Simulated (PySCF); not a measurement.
# Constants of ZrH, step by step

State: quartet, unpaired electrons σ ↑, π ↑, δ ↑. De refers to Zr (4d2 5s2) + H. ROHF-based CCSD(T) in PySCF 2.14 with Zr cc-pVTZ-PP with ECP28, H cc-pVTZ and Zr cc-pVQZ-PP with ECP28, H cc-pVQZ (frozen core orbitals: 4; scalar-relativistic core potentials). Correlation energies are extrapolated as n⁻³ (n = 3, 4), Hartree–Fock as (n+1)·exp(−9√n). CV is the change on freezing 0 orbitals instead, in Zr cc-pwCVTZ-PP with ECP28, H cc-pVTZ.

| Level | Re (Å) | ωe (cm⁻¹) | ωexe (cm⁻¹) | αe (cm⁻¹) | De (eV) |
| --- | --- | --- | --- | --- | --- |
| CCSD(T)/TZ | 1.9011 | 1539.7 | 21.0 | 0.100 | 2.356 |
| CCSD(T)/QZ | 1.8973 | 1539.1 | 20.5 | 0.101 | 2.402 |
| HF/CBS | 1.9246 | 1512.8 | 17.5 | 0.0903 | 2.096 |
| MP2/CBS | 1.8832 | 1573.9 | 18.8 | 0.0954 | 2.340 |
| CCSD/CBS | 1.8977 | 1538.8 | 20.2 | 0.100 | 2.450 |
| CCSD(T)/CBS | 1.8963 | 1538.2 | 20.5 | 0.102 | 2.427 |
| CCSD(T)/CBS+CV | 1.8697 | 1571.1 | 21.4 | 0.105 | 2.421 |

How much is left between CCSD(T)/QZ and the basis-set limit, and how much do the triples give at the limit?

CCSD(T)/CBS less CCSD(T)/QZ: -1.0 mÅ in Re, -0.9 cm⁻¹ in ωe and +0.025 eV in De. CCSD(T)/CBS less CCSD/CBS: -1.4 mÅ in Re, -0.6 cm⁻¹ in ωe and -0.023 eV in De.

What do the later terms add?

CV: -26.6 mÅ in Re, +32.9 cm⁻¹ in ωe and -0.006 eV in De, each against the row above.

The T1 diagnostic is 0.038, large enough to doubt a single reference. The state was picked by a PBE0 search and need not be the measured ground state. Spin–orbit coupling, excitations beyond (T) and corrections to the Born–Oppenheimer picture are left out.

The whole job (state search and all basis sets along the bond) took about 18 min on 4 threads of Arm Neoverse V2 (shared host), peak memory 13 GiB.
